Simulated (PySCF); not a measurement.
Gas-phase reaction: 2 WO2F2 + 2 Cl → WOF4 + O + WO2Cl2

Method: PySCF energies plus ideal-gas RRHO corrections (1 bar). † marks an energy on the PBE0/def2-TZVP geometry and frequencies; other levels use their own. CCSD(T) freezes the core. Open shells (unrestricted): Cl (multiplicity 2, electronic degeneracy 6), O (multiplicity 3, electronic degeneracy 9); the rest are closed-shell singlets. Spin-orbit splitting is ignored; it lowers the true energy and changes the entropy of Cl, O. B3LYP is the form with VWN-RPA correlation. W: scalar-relativistic def2 core potential, no spin-orbit coupling. WO2F2: computed as isolated molecules; such fragments, hydroxides, amides, oligomers or adducts are transient or little studied in the gas. CCSD(T) isn't extrapolated to the basis-set limit; its ΔH°(298 K) is -47.3 kJ in def2-SVP and -54.9 kJ in def2-TZVPP. The harmonic model lacks anharmonicity and excited electronic states, which grow with temperature; levels with a mode under 35 cm⁻¹ are left out. Soft modes under 120 cm⁻¹ make the harmonic entropy rough for WOF4, WO2Cl2. Warning, large T1 diagnostic: WO2Cl2, WO2F2, WOF4 (CCSD(T)/def2-SVP†, CCSD(T)/def2-TZVPP†).

```csv
level,"ΔE electronic, kJ","ΔH°(298 K), kJ","ΔS°(298 K), J/K","ΔG°(1800 K), kJ"
B3LYP/def2-TZVP†,-35,-36,-132,191
BLYP/def2-TZVP†,-7,-8,-132,219
CCSD(T)/def2-SVP†,-46,-47,-132,179
CCSD(T)/def2-TZVPP†,-54,-55,-132,172
PBE0/def2-QZVP†,-66,-67,-132,160
PBE0/def2-SVP†,-72,-73,-132,154
PBE0/def2-TZVP,-70,-71,-132,156
r2SCAN/def2-TZVP†,-76,-77,-132,150
ωB97M-V/def2-TZVP†,-71,-72,-132,155
```
ΔH° is lowest at r2SCAN/def2-TZVP† and highest at BLYP/def2-TZVP†. No reference value is set beside these.
